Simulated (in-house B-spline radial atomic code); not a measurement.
Configurations of Ar3+, with energies counted from [Ne] 3s2 3p3. Level of theory: non-relativistic TPSSh, spin-polarised, spherical fractional occupations, exact exchange averaged over the configuration, point nucleus; calculated with a radial B-spline atomic code at the basis-set limit. Shells without spins written out take the highest spin.

Occupations are held fixed; configurations that lie above the ionisation limit could autoionise.

```csv
configuration,E - E(ref) (eV),highest orbital,its <r> (bohr)
[Ne] 3s2 3p2 4d1,41.744,4d up,4.013
[Ne] 3s1 3p3 4p1,45.421,4p up,3.302
[Ne] 3s1 3p3 4f1,55.013,4f up,4.184
[He] 2s2 2p5 3s2 3p3 4p1,275.99,4p up,3.21
[He] 2s2 2p5 3s2 3p3 4f1,286.29,4f up,4.206
```

**Question.** Order these further configurations by energy, lowest first.
A. [Ne] 3s1 3p4
B. [Ne] 3s1 3p3 4s1
C. [Ne] 3s1 3p3 4d1
D. [Ne] 3s2 3p2 3d1
E. [Ne] 3s2 3p2 4s1

**Answer.** A (15.428 eV), D (22.934 eV), E (31.464 eV), B (41.048 eV), C (51.451 eV).

**Question.** How far above the reference does [He] 2s2 2p5 3s2 3p3 3d1 lie?

**Answer.** 260.37 eV; its least bound orbital is 3d up with <r> = 1.466 bohr.
